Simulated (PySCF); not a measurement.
C2H5ClF2Si, SMILES FC([SiH2]Cl)(F)C. The structure is a stationary point at PBE-D3(BJ)/def2-SVP. The structure was generated by enumeration, and PubChem lists no compound with its InChIKey, so it may never have been made. Other conformers were not sampled.

Computed equilibrium geometry at PBE-D3(BJ)/def2-SVP (PySCF confirms it by a frequency run) as Cartesian coordinates in Å (one conformer of several):
```xyz
11

C     -1.9147     0.5058     0.2532
C     -0.8963    -0.5582    -0.0776
F     -0.8647    -0.7507    -1.4469
F     -1.2861    -1.7691     0.4878
Si     0.9181    -0.2864     0.5356
Cl     1.5983     1.5500    -0.1731
H     -1.6073     1.4733    -0.1875
H     -2.8969     0.2072    -0.1650
H     -2.0075     0.6239     1.3500
H      1.7729    -1.3865    -0.0100
H      0.9364    -0.2646     2.0348
```
